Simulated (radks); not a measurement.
Species: Eu2+. Configuration: [Xe] 4f7. Calculated with a radial shooting solver on a logarithmic mesh with Libxc functionals: scalar-relativistic Kohn-Sham, PBE, spin-polarised, spherical densities, point nucleus; open shells are filled with parallel spins first (spin-orbit coupling, left out, can overturn this in heavy ions).

Normalised radial functions P(r) = r R(r), r in bohr:

```
   r/bohr * 4d down, o 5s down, + 5p up (the largest magnitude, 1.22, reaches the edge; | marks zero, & curves that meet)
 0.003095                             & o
 0.004883                             &  o
 0.007703                             *+ o
  0.01215                             *+ o
  0.01902                             |*&
  0.03001                            o| * +
  0.04736                         o   |   *+
  0.07471                        o    |  +      *
   0.1169                          +  | o             *
   0.1845                      +      |       o      *
   0.2911                         *  o|+
   0.4593  *              o           |         +
   0.7189  *                          +   o
    1.134           +      *          |                    o
    1.789            +              * |              o
    2.823                       +     *   o
    4.419                            +&
    6.972                             &
       11                             &
```

4d down: eigenvalue -144.26 eV, 1 radial node at r = 0.273 bohr, <r> = 0.655 bohr, 90 % of the charge inside 0.986 bohr. 5s down: eigenvalue -56.141 eV, 4 radial nodes at r = 0.0272, 0.108, 0.282, 0.671 bohr, <r> = 1.40 bohr, 90 % of the charge inside 2.02 bohr. 5p up: eigenvalue -38.078 eV, 3 radial nodes at r = 0.0965, 0.284, 0.719 bohr, <r> = 1.60 bohr, 90 % of the charge inside 2.35 bohr.
